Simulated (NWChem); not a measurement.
# CH4AlFO; SMILES C[O][AlH][F]

```xyz
8

Al    -0.5696     0.7297     0.0000
H     -1.9969     1.3701     0.0000
F      0.7792     1.7044     0.0000
O     -0.3981    -0.9414     0.0000
C      0.5327    -1.9719     0.0000
H      0.4007    -2.6130    -0.8892
H      1.5759    -1.6072     0.0000
H      0.4007    -2.6130     0.8892
```
Atoms are numbered in this order, from 1.

Computed with NWChem. Medium grid unless said otherwise, to which SCAN and Minnesota functionals are sensitive. Structure relaxed at the PBE0/def2-SVP level. Total energies of different functionals are on different scales.

```csv
level,energy (Ha),highest occupied level (eV),orbital gap (eV),dipole (D)
B3LYP/def2-SVP,-457.8964,(withheld),(withheld),1.27
PBE/def2-SVP,-457.4962,-6.74,5.72,1.27
PW91/def2-SVP,-457.7774,-6.81,5.70,1.27
RPBE/def2-SVP,-457.8262,-6.71,5.73,1.24
SCAN/def2-SVP,-457.8073,-7.09,6.41,1.32
KT2/def2-SVP,-463.1183,-6.84,5.77,1.26
TPSS/def2-SVP,-457.9140,-6.88,6.05,1.31
PBE0/def2-SVP,-457.5295,-8.31,8.06,1.26
```

Task: Complete the blanks.

Result: 
- B3LYP/def2-SVP, highest occupied level (eV): -8.03
- B3LYP/def2-SVP, orbital gap (eV): 7.55
